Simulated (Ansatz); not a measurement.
CH$_{8}$BNSi (`CNB[SiH3]`). The species carries charge 0 and has multiplicity 1.

```xyz
12

C     0.950    1.612   -1.025
N     0.411    0.344   -0.582
B    -0.307    0.104    0.576
Si   -0.967   -1.752    1.000
H     2.038    1.567   -1.129
H     0.703    2.377   -0.290
H     0.527    1.908   -1.990
H     0.603   -0.418   -1.216
H    -0.513    1.037    1.303
H    -0.415   -2.251    2.293
H    -2.453   -1.794    1.118
H    -0.577   -2.734   -0.058
```

Task: What are the harmonic wavenumbers in cm⁻¹ at PBE0-D4/def2-TZVP (Ansatz, finite differences of forces, unscaled)? (Estimate.)

Result: Ansatz gave: 106, 162, 167, 183, 360, 495, 519, 716, 717, 880, 895, 942, 942, 992, 1069, 1144, 1175, 1337, 1448, 1485, 1488, 1560, 2180, 2201, 2201, 2580, 3038, 3095, 3152, 3599.

Task: Is this a minimum?

Result: Yes, all 30 modes are real.

Task: Give the ideal-gas thermochemistry at 298.15 K and 1 bar (rigid rotor, harmonic oscillator; point group Cs, symmetry number 1).

Result: Zero-point energy 244.2 kJ/mol; H(298) − E = 264.3 kJ/mol; entropy 329.4 J/(mol·K), of which translation 162.4, rotation 106.4, vibration 60.6; G(298) − E = 166.1 kJ/mol.

Task: And at 400, 500, 600, 800 and 1000 K?

Result: 
```csv
T (K),H − E (kJ/mol),S (J/mol/K),G − E (kJ/mol)
400,276.1,363.1,130.9
500,289.9,393.8,93.0
600,305.5,422.3,52.2
800,341.5,473.8,-37.6
1000,382.0,519.0,-136.9
```

Task: Rotational constants (cm⁻¹)?

Result: 0.8948, 0.07099, 0.06815.
